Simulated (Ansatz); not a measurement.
Relaxation of FH₅OSi₂ (9 atoms, charge 0, multiplicity 1), to a largest force component of 0.03 eV/Å in at most 50 steps.

Method: Ansatz 0.2.0, RKS B3LYP/6-31G*.

```xyz
9
Properties=species:S:1:pos:R:3:forces:R:3
Si 0.244 0.049 0.111 0.27 -0.15 -0.07
F 0.708 0.422 1.584 -0.69 0.33 1.35
H 1.619 -0.034 -0.336 0.35 -0.32 -1.31
H -0.595 1.118 -0.479 -0.01 0.00 0.00
O -0.566 -1.365 0.024 0.05 0.12 0.05
Si -1.683 -2.500 0.484 0.06 0.06 -0.02
H -1.562 -2.774 1.939 -0.01 -0.02 -0.01
H -3.055 -2.010 0.192 -0.02 0.00 0.00
H -1.429 -3.741 -0.286 0.00 -0.02 0.00
```

Task: Where does it end, and by what steps?

Result: It converged. The force dipped under the threshold on the way, but the program's further checks kept it going. After 8 steps the energy has fallen by 0.262 eV; O5 moved furthest, 0.29 Å.

```
step  energy less start (eV)  largest force component (eV/Å)  accepted
   0                  0.0000                           1.351       yes
   1                 -0.2357                           0.217       yes
   2                 -0.1523                           2.183        no
   3                 -0.2526                           0.093       yes
   4                 -0.2594                           0.059       yes
   5                 -0.2607                           0.014       yes
   6                 -0.2608                           0.098       yes
   7                 -0.2620                           0.032       yes
   8                 -0.2621                           0.009       yes
```

```xyz
9
Properties=species:S:1:pos:R:3
Si 0.282 0.033 0.160
F 0.575 0.569 1.647
H 1.572 -0.054 -0.559
H -0.664 0.979 -0.480
O -0.375 -1.461 0.221
Si -1.643 -2.488 0.502
H -1.655 -2.905 1.927
H -2.935 -1.824 0.177
H -1.477 -3.683 -0.362
```

Whether the end is a true minimum wasn't checked by a vibrational analysis.

Time of the run: 27 s on 1 thread of Arm Neoverse V2, with other jobs on the host, peak memory 0.15 GiB.
